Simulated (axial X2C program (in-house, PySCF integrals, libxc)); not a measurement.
**Correcting the dissociation energy of CsBr⁺ for spin–orbit coupling**

A spin-free CCSD(T) curve (one-electron X2C) was computed with an in-house all-electron X2C program for linear molecules (integrals from PySCF), basis Cs dyall-cv3z [15s15p9d4f1g], Br dyall-cv3z [8s9p6d4f1g] (cores contracted in-house), for the state M_S = 1/2, Λ = 1 (beyond evenly filled blocks: π+α, π+β, π-α). It gives D0 = 0.148 eV to Cs+ + Br, which in a spin-free picture are the weighted means of the ground terms.

Correlated methods: 15 electrons correlated (number of frozen shells: Cs 4 s, 3 p, 2 d; Br 3 s, 2 p, 1 d), 311 virtual spin orbitals or spinors in MP2, 90 natural virtuals in coupled cluster.

Measured levels of the ground terms (NIST Handbook of Basic Atomic Spectroscopic Data), in cm⁻¹: Cs+ 1S: J = 0 at 0; Br 2P: J = 3/2 at 0, J = 1/2 at 3685.2.

The two components of the molecular doublet are 1380 cm⁻¹ apart in the PBE0 2c search (Ω = 3/2 lower), so the lower one lies 690 cm⁻¹ under their mean.

Problem. How far does each ground level lie under the (2J+1)-weighted mean of its term?

Solution. Cs+: a single level, 0; Br: (4 × 0 + 2 × 3685.2)/6 = 1228 cm⁻¹.

Problem. Correct D0.

Solution. D0 = 0.148 + (690 − 1228)/8065.5 = 0.081 eV at CCSD(T) with these spin–orbit terms. The direct two-component run gives 0.153 eV; the difference holds second-order terms in the molecule, scalar two-electron terms, the gap between measured and computed atomic splittings (a 2c atom can miss part of its lowering) and, in coupled cluster, the truncation of each run.

Second-order spin–orbit effects in the molecule, which grow quickly with Z, are left out. One determinant describes the state; a PBE0 search over occupations chose it and may have missed a lower one. Dissociation energies refer to the lowest single-determinant-based atoms at the same level and basis. Coupled cluster ran in a truncated set of natural virtual spinors; the MP2 energy of the rest was added. (T) has no such correction and the atoms are truncated less, which lowers De at CCSD(T) by a hundredth of an eV or more. PBE0 can misorder states that lie within some tenths of an eV, so this need not be the ground state of the molecule. The nearest other spin-free determinant of the search, M_S = 1/2, Λ = 0, lies 0.16 eV up at the distance of the search.
